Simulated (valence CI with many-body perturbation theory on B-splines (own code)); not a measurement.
**Ce43+: electric-dipole lines**

Computed by configuration interaction combined with many-body perturbation theory (CI+MBPT): five valence electrons over a frozen Dirac-Fock core [Ne], a basis of 9 s, 9 p, 8 d, 6 f, 3 g, 1 h functions for each j, with the one-electron correlation potential Σ1, the two-electron term Σ2, the three-electron term Σ3, Breit, model QED; selected CI, second order for the rest (own B-spline code, finite nucleus).

The last digits are not significant, and no measured levels were compared; by estimate large intervals hold to a few tenths of a per cent, small ones and those within an open d or f shell to about a per cent. Among the levels kept, up to 620 cm⁻¹ of a level comes from second order outside the variational space, and about a tenth of that is noise between levels of different J, which matters for small intervals.

Lines 1 to 50 of 203 in falling wavelength, among levels below 3536.9 × 10³ cm⁻¹, chosen from the strongest by gf and those to the six lowest levels. Wavelengths and rates use the calculated energies. Electric multipoles are in the length gauge, E1 and E2 with the static RPA response of the core. Weak lines are less certain than strong ones. Lines between different terms over intervals too small for the method are left out, as are lines whose strength nearly cancels. The highest levels of a list are the least certain.

Levels are named by their leading jj configuration (3d3/2^4 stands for four electrons in 3d with j = 3/2), which in mixed levels can hold well under half, so a name can repeat and another be missing. Letters in brackets count levels of one name in rising energy.

```
λ vac (nm)                               Upper                               Lower   A (s⁻¹)  S (a.u.)
     45.16                (3s^2 3p3/2^3) J=3/2          (3s^2 3p1/2^2 3d5/2) J=5/2  1.12e+05  2.04e-05
     27.52          (3s^2 3p1/2^2 3d3/2) J=3/2          (3s^2 3p1/2 3p3/2^2) J=1/2  4.01e+04  1.65e-06
     23.27  (3s 3p1/2^2 3p3/2 3d3/2) J=3/2 [b]            (3s 3p1/2 3p3/2^3) J=5/2  6.47e+07  1.61e-03
     22.09          (3s^2 3p1/2^2 3d3/2) J=3/2          (3s^2 3p1/2 3p3/2^2) J=5/2  4.13e+07  8.78e-04
     21.28                (3s^2 3p3/2^3) J=3/2          (3s^2 3p1/2^2 3d3/2) J=3/2  1.00e+06  1.91e-05
     19.83      (3s 3p1/2^2 3p3/2 3d5/2) J=3/2        (3s 3p1/2 3p3/2^3) J=3/2 [b]  6.63e+07  1.02e-03
     19.05          (3s^2 3p1/2^2 3d3/2) J=3/2          (3s^2 3p1/2 3p3/2^2) J=3/2  1.87e+06  2.55e-05
     18.04      (3s 3p1/2^2 3p3/2 3d3/2) J=7/2  (3s^2 3p1/2 3p3/2 3d5/2) J=7/2 [b]  3.51e+07  8.14e-04
     17.30  (3s^2 3p1/2 3p3/2 3d5/2) J=3/2 [a]                (3s^2 3p3/2^3) J=3/2  8.39e+07  8.57e-04
     17.24      (3s 3p1/2^2 3p3/2 3d5/2) J=5/2            (3s 3p1/2 3p3/2^3) J=5/2  9.93e+07  1.51e-03
     16.06  (3s^2 3p1/2 3p3/2 3d5/2) J=5/2 [a]                (3s^2 3p3/2^3) J=3/2  1.76e+08  2.16e-03
     15.80      (3s 3p1/2^2 3p3/2 3d5/2) J=3/2            (3s 3p1/2 3p3/2^3) J=5/2  8.49e+07  6.61e-04
     15.46  (3s 3p1/2^2 3p3/2 3d3/2) J=5/2 [a]  (3s^2 3p1/2 3p3/2 3d3/2) J=3/2 [b]  8.59e+08  9.40e-03
     15.21  (3s 3p1/2^2 3p3/2 3d3/2) J=3/2 [a]  (3s^2 3p1/2 3p3/2 3d3/2) J=1/2 [b]  3.11e+08  2.16e-03
     15.15      (3s 3p1/2^2 3p3/2 3d5/2) J=5/2        (3s 3p1/2 3p3/2^3) J=3/2 [a]  2.75e+08  2.83e-03
     15.05  (3s 3p1/2^2 3p3/2 3d3/2) J=1/2 [a]  (3s^2 3p1/2 3p3/2 3d3/2) J=1/2 [b]  4.76e+08  1.60e-03
     14.39      (3s 3p1/2^2 3p3/2 3d3/2) J=7/2      (3s^2 3p1/2 3p3/2 3d5/2) J=9/2  9.15e+07  1.08e-03
     14.26          (3s^2 3p1/2^2 3d5/2) J=5/2          (3s^2 3p1/2 3p3/2^2) J=5/2  3.01e+08  2.58e-03
     14.22      (3s 3p1/2^2 3p3/2 3d3/2) J=7/2  (3s^2 3p1/2 3p3/2 3d5/2) J=5/2 [a]  4.33e+08  4.92e-03
     13.49      (3s 3p1/2^2 3p3/2 3d3/2) J=7/2  (3s^2 3p1/2 3p3/2 3d3/2) J=5/2 [b]  2.41e+09  2.33e-02
     13.45  (3s 3p1/2^2 3p3/2 3d3/2) J=1/2 [b]  (3s^2 3p1/2 3p3/2 3d5/2) J=3/2 [b]  2.45e+08  5.89e-04
     13.12  (3s 3p1/2^2 3p3/2 3d3/2) J=5/2 [b]  (3s^2 3p1/2 3p3/2 3d5/2) J=7/2 [b]  2.94e+08  1.97e-03
     12.93          (3s^2 3p1/2^2 3d5/2) J=5/2          (3s^2 3p1/2 3p3/2^2) J=3/2  4.82e+08  3.08e-03
     12.70  (3s^2 3p1/2 3p3/2 3d5/2) J=5/2 [b]                (3s^2 3p3/2^3) J=3/2  1.23e+08  7.45e-04
     12.54  (3s 3p1/2^2 3p3/2 3d3/2) J=3/2 [b]  (3s^2 3p1/2 3p3/2 3d3/2) J=1/2 [b]  8.61e+08  3.35e-03
     12.50  (3s 3p1/2^2 3p3/2 3d3/2) J=3/2 [b]  (3s^2 3p1/2 3p3/2 3d3/2) J=3/2 [b]  2.08e+09  8.03e-03
     12.36      (3s 3p1/2^2 3p3/2 3d5/2) J=3/2      (3s^2 3p1/2 3p3/2 3d5/2) J=1/2  3.50e+08  1.31e-03
     12.32      (3s 3p1/2^2 3p3/2 3d5/2) J=5/2  (3s^2 3p1/2 3p3/2 3d5/2) J=7/2 [b]  1.63e+08  9.03e-04
     12.16      (3s 3p1/2^2 3p3/2 3d5/2) J=3/2  (3s^2 3p1/2 3p3/2 3d5/2) J=3/2 [b]  5.38e+08  1.91e-03
     12.08      (3s^2 3p1/2 3p3/2 3d5/2) J=1/2                (3s^2 3p3/2^3) J=3/2  5.86e+08  1.02e-03
     11.78  (3s 3p1/2^2 3p3/2 3d3/2) J=3/2 [b]  (3s^2 3p1/2 3p3/2 3d3/2) J=5/2 [b]  1.05e+09  3.39e-03
     11.61      (3s 3p1/2^2 3p3/2 3d5/2) J=9/2      (3s^2 3p1/2 3p3/2 3d5/2) J=9/2  4.39e+09  3.39e-02
     11.58  (3s 3p1/2^2 3p3/2 3d3/2) J=5/2 [a]      (3s^2 3p1/2 3p3/2 3d3/2) J=7/2  1.19e+09  5.45e-03
     11.54      (3s 3p1/2^2 3p3/2 3d5/2) J=7/2  (3s^2 3p1/2 3p3/2 3d5/2) J=5/2 [b]  4.25e+09  2.58e-02
     11.33      (3s 3p1/2^2 3p3/2 3d5/2) J=7/2  (3s^2 3p1/2 3p3/2 3d5/2) J=7/2 [b]  2.89e+09  1.66e-02
     11.10  (3s 3p1/2^2 3p3/2 3d3/2) J=5/2 [b]  (3s^2 3p1/2 3p3/2 3d3/2) J=3/2 [b]  8.72e+08  3.54e-03
     10.99      (3s 3p1/2^2 3p3/2 3d3/2) J=7/2      (3s^2 3p1/2 3p3/2 3d3/2) J=7/2  5.32e+09  2.79e-02
     10.97  (3s 3p1/2^2 3p3/2 3d3/2) J=5/2 [b]  (3s^2 3p1/2 3p3/2 3d5/2) J=5/2 [a]  2.79e+08  1.09e-03
     10.94          (3s 3p1/2^2 3p3/2^2) J=5/2          (3s^2 3p1/2 3p3/2^2) J=5/2  4.03e+09  1.56e-02
     10.85  (3s 3p1/2^2 3p3/2 3d3/2) J=1/2 [b]  (3s^2 3p1/2 3p3/2 3d3/2) J=1/2 [b]  5.52e+09  6.96e-03
     10.83  (3s 3p1/2^2 3p3/2 3d3/2) J=5/2 [a]  (3s^2 3p1/2 3p3/2 3d3/2) J=3/2 [a]  1.54e+09  5.80e-03
     10.82  (3s 3p1/2^2 3p3/2 3d3/2) J=1/2 [b]  (3s^2 3p1/2 3p3/2 3d3/2) J=3/2 [b]  1.83e+09  2.30e-03
     10.73  (3s 3p1/2^2 3p3/2 3d3/2) J=3/2 [a]  (3s^2 3p1/2 3p3/2 3d3/2) J=1/2 [a]  1.40e+09  3.41e-03
     10.70  (3s 3p1/2^2 3p3/2 3d3/2) J=5/2 [a]  (3s^2 3p1/2 3p3/2 3d3/2) J=5/2 [a]  5.91e+09  2.14e-02
     10.69  (3s 3p1/2^2 3p3/2 3d3/2) J=3/2 [a]  (3s^2 3p1/2 3p3/2 3d3/2) J=3/2 [a]  4.46e+09  1.08e-02
     10.66      (3s 3p1/2^2 3p3/2 3d5/2) J=9/2  (3s^2 3p1/2 3p3/2 3d5/2) J=7/2 [a]  1.13e+10  6.77e-02
     10.64  (3s 3p1/2^2 3p3/2 3d3/2) J=1/2 [a]  (3s^2 3p1/2 3p3/2 3d3/2) J=1/2 [a]  7.19e+09  8.56e-03
     10.60  (3s 3p1/2^2 3p3/2 3d3/2) J=1/2 [a]  (3s^2 3p1/2 3p3/2 3d3/2) J=3/2 [a]  3.58e+09  4.21e-03
     10.56  (3s 3p1/2^2 3p3/2 3d3/2) J=3/2 [a]  (3s^2 3p1/2 3p3/2 3d3/2) J=5/2 [a]  4.51e+09  1.05e-02
     10.53  (3s 3p1/2^2 3p3/2 3d3/2) J=5/2 [b]  (3s^2 3p1/2 3p3/2 3d3/2) J=5/2 [b]  2.97e+09  1.03e-02
```
